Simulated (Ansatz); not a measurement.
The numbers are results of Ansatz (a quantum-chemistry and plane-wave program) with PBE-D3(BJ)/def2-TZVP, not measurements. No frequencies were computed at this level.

Ansatz 0.2 input:
```yaml
crystal:
  periodic: [false, false, false]
  atoms:
    - { symbol: S, position_ang: [2.350063, -0.158746, -0.629111] }
    - { symbol: C, position_ang: [0.946402, -0.308192, 0.153034] }
    - { symbol: C, position_ang: [-0.194146, 0.615717, -0.007184] }
    - { symbol: S, position_ang: [-1.586566, -0.28949, -0.804523] }
    - { symbol: H, position_ang: [0.788239, -1.151321, 0.820905] }
    - { symbol: H, position_ang: [-0.556342, 0.998202, 0.948599] }
    - { symbol: H, position_ang: [0.045497, 1.437597, -0.679927] }
    - { symbol: H, position_ang: [-1.793145, -1.143767, 0.198205] }
basis:
  gaussian: { orbitals: def2-tzvp }
hamiltonian:
  xc: pbe
  dispersion: d3bj
relax:
  max_steps: 150
```

Output:

```
Functional definition: PBE
1058 factors; their error is unknown
mean field evaluation 1: about -23785.7924 eV, gradient 7.3e1 eV
mean field evaluation 2: about -23736.7358 eV, gradient 1.4e2 eV
mean field evaluation 4: about -23798.1837 eV, gradient 1.2e1 eV
mean field evaluation 8: about -23798.5220 eV, gradient 2.8e-1 eV
mean field evaluation 16: about -23798.4950 eV, gradient 5.5e-3 eV
mean field -23798.49504526 eV, -874.5785617141 hartree, gradient 4.3e-5 eV, S^2 0.000000; 0 other end points of the search recorded, 0 dependent functions left out
reference -23798.49508052 eV, -874.5785630099 hartree; 24, 24 occupied and 136, 136 virtual orbitals, 1058 factors
relax step   1: F+E_penalty+E_count = -23798.69499588 eV  Δ(F+E_penalty+E_count) = +0.000e0 eV  max|allowed force component| = 5.116e-1 eV/Å  Δτ_max = 0.0000 Å  (30 SCF iters, accepted)
these checks for a lower state are left out or cut short: starts, cluster_reference, orbital_swaps, neighbouring_geometries, increment
1058 factors; their error is unknown
mean field -23798.51415322 eV, -874.5792639186 hartree, gradient 6.2e-6 eV, S^2 0.000000; 0 other end points of the search recorded, 0 dependent functions left out
reference -23798.51418862 eV, -874.5792652193 hartree; 24, 24 occupied and 136, 136 virtual orbitals, 1058 factors
relax step   2: F+E_penalty+E_count = -23798.71262670 eV  Δ(F+E_penalty+E_count) = -1.763e-2 eV  max|allowed force component| = 2.171e-1 eV/Å  Δτ_max = 0.0690 Å  (32 SCF iters, accepted)
these checks for a lower state are left out or cut short: starts, cluster_reference, orbital_swaps, neighbouring_geometries, increment
1058 factors; their error is unknown
mean field evaluation 32: about -23798.5206 eV, gradient 5.3e-3 eV
mean field -23798.52055328 eV, -874.5794991163 hartree, gradient 1.1e-5 eV, S^2 0.000000; 0 other end points of the search recorded, 0 dependent functions left out
reference -23798.52058877 eV, -874.5795004208 hartree; 24, 24 occupied and 136, 136 virtual orbitals, 1058 factors
relax step   3: F+E_penalty+E_count = -23798.71865413 eV  Δ(F+E_penalty+E_count) = -6.027e-3 eV  max|allowed force component| = 2.235e-1 eV/Å  Δτ_max = 0.0306 Å  (32 SCF iters, accepted)
these checks for a lower state are left out or cut short: starts, cluster_reference, orbital_swaps, neighbouring_geometries, increment
1058 factors; their error is unknown
mean field -23798.52050277 eV, -874.5794972601 hartree, gradient 2.6e-5 eV, S^2 0.000000; 0 other end points of the search recorded, 0 dependent functions left out
reference -23798.52053825 eV, -874.5794985640 hartree; 24, 24 occupied and 136, 136 virtual orbitals, 1058 factors
relax step   4: F+E_penalty+E_count = -23798.71892674 eV  Δ(F+E_penalty+E_count) = -2.726e-4 eV  max|allowed force component| = 1.733e-1 eV/Å  Δτ_max = 0.0151 Å  (32 SCF iters, accepted)
these checks for a lower state are left out or cut short: starts, cluster_reference, orbital_swaps, neighbouring_geometries, increment
1058 factors; their error is unknown
mean field -23798.52218336 eV, -874.5795590207 hartree, gradient 2.6e-5 eV, S^2 0.000000; 0 other end points of the search recorded, 0 dependent functions left out
reference -23798.52221881 eV, -874.5795603234 hartree; 24, 24 occupied and 136, 136 virtual orbitals, 1058 factors
relax step   5: F+E_penalty+E_count = -23798.72043742 eV  Δ(F+E_penalty+E_count) = -1.511e-3 eV  max|allowed force component| = 3.964e-2 eV/Å  Δτ_max = 0.0094 Å  (33 SCF iters, accepted)
these checks for a lower state are left out or cut short: starts, cluster_reference, orbital_swaps, neighbouring_geometries, increment
1058 factors; their error is unknown
mean field -23798.52236122 eV, -874.5795655570 hartree, gradient 2.7e-5 eV, S^2 0.000000; 0 other end points of the search recorded, 0 dependent functions left out
reference -23798.52239665 eV, -874.5795668592 hartree; 24, 24 occupied and 136, 136 virtual orbitals, 1058 factors
relax step   6: F+E_penalty+E_count = -23798.72059239 eV  Δ(F+E_penalty+E_count) = -1.550e-4 eV  max|allowed force component| = 1.652e-2 eV/Å  Δτ_max = 0.0075 Å  (34 SCF iters, accepted)
these checks for a lower state are left out or cut short: starts, cluster_reference, orbital_swaps, neighbouring_geometries, increment
1058 factors; their error is unknown
mean field -23798.52254021 eV, -874.5795721348 hartree, gradient 2.7e-5 eV, S^2 0.000000; 0 other end points of the search recorded, 0 dependent functions left out
reference -23798.52257564 eV, -874.5795734367 hartree; 24, 24 occupied and 136, 136 virtual orbitals, 1058 factors
relax step   7: F+E_penalty+E_count = -23798.72072951 eV  Δ(F+E_penalty+E_count) = -1.371e-4 eV  max|allowed force component| = 1.782e-2 eV/Å  Δτ_max = 0.0174 Å  (32 SCF iters, accepted)
these checks for a lower state are left out or cut short: starts, cluster_reference, orbital_swaps, neighbouring_geometries, increment
1058 factors; their error is unknown
mean field evaluation 64: about -23798.5502 eV, gradient 8.7e-4 eV
mean field -23798.52259924 eV, -874.5795743040 hartree, gradient 2.7e-5 eV, S^2 0.000000; 0 other end points of the search recorded, 0 dependent functions left out
reference -23798.52263466 eV, -874.5795756058 hartree; 24, 24 occupied and 136, 136 virtual orbitals, 1058 factors
relax step   8: F+E_penalty+E_count = -23798.72076908 eV  Δ(F+E_penalty+E_count) = -3.957e-5 eV  max|allowed force component| = 1.094e-2 eV/Å  Δτ_max = 0.0100 Å  (33 SCF iters, accepted)
these checks for a lower state are left out or cut short: starts, cluster_reference, orbital_swaps, neighbouring_geometries, increment
1058 factors; their error is unknown
mean field -23798.52264735 eV, -874.5795760721 hartree, gradient 2.7e-5 eV, S^2 0.000000; 0 other end points of the search recorded, 0 dependent functions left out
reference -23798.52268278 eV, -874.5795773741 hartree; 24, 24 occupied and 136, 136 virtual orbitals, 1058 factors
relax step   9: F+E_penalty+E_count = -23798.72078036 eV  Δ(F+E_penalty+E_count) = -1.128e-5 eV  max|allowed force component| = 5.449e-3 eV/Å  Δτ_max = 0.0074 Å  (33 SCF iters, accepted)
1058 factors; their error is unknown
mean field evaluation 96: about -23798.5226 eV, gradient 9.6e-3 eV
mean field -23798.52264735 eV, -874.5795760721 hartree, gradient 2.7e-5 eV, S^2 0.000000; 1 other end points of the search recorded, 0 dependent functions left out
reference -23798.52268278 eV, -874.5795773741 hartree; 24, 24 occupied and 136, 136 virtual orbitals, 1058 factors
Total energy: -23798.72081579 eV, -874.5868586279 hartree
Atom 0 at     2.400855    -0.129083    -0.630344 Å, force    -0.000724    -0.001628    -0.000182 eV/Å
Atom 1 at     0.980861    -0.305930     0.135374 Å, force    -0.002888     0.004258     0.005449 eV/Å
Atom 2 at    -0.200163     0.593397    -0.012576 Å, force     0.002221    -0.001869     0.000143 eV/Å
Atom 3 at    -1.556331    -0.337674    -0.839933 Å, force    -0.002227    -0.001685     0.001380 eV/Å
Atom 4 at     0.820563    -1.155659     0.817841 Å, force     0.002205    -0.000151    -0.003611 eV/Å
Atom 5 at    -0.561213     0.965273     0.957580 Å, force     0.000512    -0.000127    -0.000729 eV/Å
Atom 6 at     0.029331     1.443095    -0.667187 Å, force     0.000312    -0.000052    -0.000374 eV/Å
Atom 7 at    -1.913901    -1.073420     0.239242 Å, force     0.000588     0.001254    -0.002074 eV/Å
Dipole moment:    -0.338063     0.038755     0.378818 e Å
```

Cost: around 30 core-seconds (rough).
